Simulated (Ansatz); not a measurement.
Calculated with Ansatz (gas phase, PBE0-D4/def2-TZVP geometries, no zero-point term in ΔE). CCSD(T)/CBS is the MP2 limit (def2-TZVPP, def2-QZVPP) plus CCSD(T) − MP2 in def2-TZVPP, frozen cores. This one scheme is used for every species. DFT in def2-TZVPP. B3LYP here is the variant with VWN-RPA as its local correlation; programs differ in this. For Br outer-core shells are correlated without core-valence functions, which leaves a few kJ/mol of doubt a bond. Scalar relativity is left out up to krypton.

`C#C[Si](F)(F)Cl` + HBr → `F[Si](F)(Cl)Br` + `C#C`  (ligand exchange at the Si–C bond)

`C#C[Si](F)(F)Cl`:

```xyz
7

C    -1.555    1.216    0.277
C    -0.592    0.514    0.107
Si    0.831   -0.552   -0.145
F     1.898   -0.302    0.986
F     1.517   -0.218   -1.522
Cl    0.309   -2.496   -0.131
H    -2.408    1.839    0.427
```

HBr:

```xyz
2

Br    0.583   -0.141   -0.380
H    -0.583    0.141    0.380
```

`F[Si](F)(Cl)Br`:

Z-matrix (Å, degrees):
```
Si
F 1 1.572
Cl 1 2.009 2 109.1
Br 1 2.171 2 109.4 3 -123.0
F 1 1.572 2 107.6 3 118.2
```

`C#C`:

```xyz
4

C    -0.569   -0.092   -0.162
C     0.569    0.092    0.162
H    -1.580   -0.256   -0.451
H     1.580    0.256    0.451
```

```json
{"level": "LDA (SPW92)", "ΔE (kcal/mol)": "-10.7"}
{"level": "revPBE-D4", "ΔE (kcal/mol)": "-10.6"}
{"level": "BLYP-D4", "ΔE (kcal/mol)": "-9.9"}
{"level": "r2SCAN-D4", "ΔE (kcal/mol)": "-11.0"}
{"level": "B3LYP-D4", "ΔE (kcal/mol)": "-10.4"}
{"level": "revPBE", "ΔE (kcal/mol)": "-10.6"}
{"level": "CAM-B3LYP", "ΔE (kcal/mol)": "-10.3"}
{"level": "CCSD(T)/def2-SVP", "ΔE (kcal/mol)": "-8.3"}
```

What does CCSD(T)/CBS give? (An estimate is asked.)

Computed: -11.4 kcal/mol. The listed levels differ from it by 0.7, 0.8, 1.5, 0.4, 1.0, 0.8, 1.1, 3.1 kcal/mol.

Largest T1 diagnostic among the species: 0.013.

From BLYP to BHLYP (50 % exact exchange), in def2-TZVPP and without D4, ΔE moves by −1.1 kcal/mol. Leaving LDA and LC-ωPBE aside and taking each functional with its dispersion term where it has one, the values, not all of them listed here, spread over 1.8 kcal/mol, from ωB97M-V to BLYP-D4.
